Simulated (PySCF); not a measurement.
C₂H₉InN, SMILES [CH3][In+](<-[NH3])[CH3] (connectivity only; charge and spin as stated), charge +1, multiplicity 1.

Geometry optimised at B3LYP-D3(BJ)/def2-SVP. The multiplicity is an assumed one; other spin states were not compared. The isomer is the one that the SMILES or the coordinates give; other isomers of the formula were not compared. The def2 effective core potentials stand for the cores of In; spin–orbit coupling is left out.

Computed with PySCF 2.14.0 with C-PCM-ωB97X/def2-SVP.

The values are the electrostatic part of the solvation free energy, E(continuum) − E(gas) at the gas-phase geometry, in a cavity of scaled van der Waals radii (PySCF's table); cavitation and dispersion terms are not included. A continuum can't describe solvent molecules that bind to the metal. In vacuum the orbital gap is 10.75 eV.

```
solvent           ε  ΔG(elec) (kcal/mol)    gap (eV)
------------  -----  -------------------  ----------
water         78.36                -59.7       11.22
acetonitrile  35.69                -58.8       11.21
toluene        2.37           (withheld)  (withheld)
```

Task: Fill in the missing entries. (The exact figures need the calculation; the answer reports its results.)

Result: 
- toluene, ΔG(elec) (kcal/mol): -34.6
- toluene, gap (eV): 11.00
